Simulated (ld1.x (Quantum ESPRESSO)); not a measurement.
**An all-electron radial function and its pseudo partner (nitrogen (N))**

Columns: radius, all-electron u(r) and pseudo u(r) of the 2p shell (level -7.30 eV) of nitrogen in the configuration [He] 2s1.5 2p3.5; PBE, scalar-relativistic, TM semilocal scheme, ld1.x (Quantum ESPRESSO) 7.5.

```csv
r (bohr),all-electron,pseudo
0.065,0.0346,0.0158
0.130,0.1121,0.0616
0.195,0.2066,0.1332
0.260,0.3039,0.2239
0.325,0.3960,0.3255
0.390,0.4790,0.4291
0.455,0.5511,0.5264
0.520,0.6122,0.6110
0.585,0.6628,0.6790
0.650,0.7034,0.7290
0.715,0.7346,0.7623
0.780,0.7571,0.7817
0.845,0.7720,0.7905
0.910,0.7801,0.7920
0.975,0.7826,0.7889
1.040,0.7801,0.7828
1.105,0.7736,0.7744
1.170,0.7637,0.7638
1.235,0.7511,0.7511
1.300,0.7363,0.7363
1.365,0.7197,0.7197
1.430,0.7017,0.7017
1.495,0.6828,0.6828
1.560,0.6631,0.6631
1.625,0.6429,0.6429
1.690,0.6225,0.6225
```

Q: How many radial nodes do the two functions have?

A: The all-electron 2p function has n − l − 1 = 0; the pseudo-wave has 0.

Q: At about which radius was the pseudo-wave matched?

A: 1.30 bohr. The columns agree to 0.0005 from 1.17 bohr on; several derivatives are matched, so the curves merge somewhat inside the radius.

Q: Where does each function peak?

A: Outermost all-electron maximum near 0.97 bohr, pseudo maximum near 0.91 bohr (to the table’s step).

Q: Is the pseudo-wave norm-conserving?

A: Yes: the TM semilocal scheme keeps the norm inside the radius equal to the all-electron one, which fixes the energy derivative of the logarithmic derivative at the level.
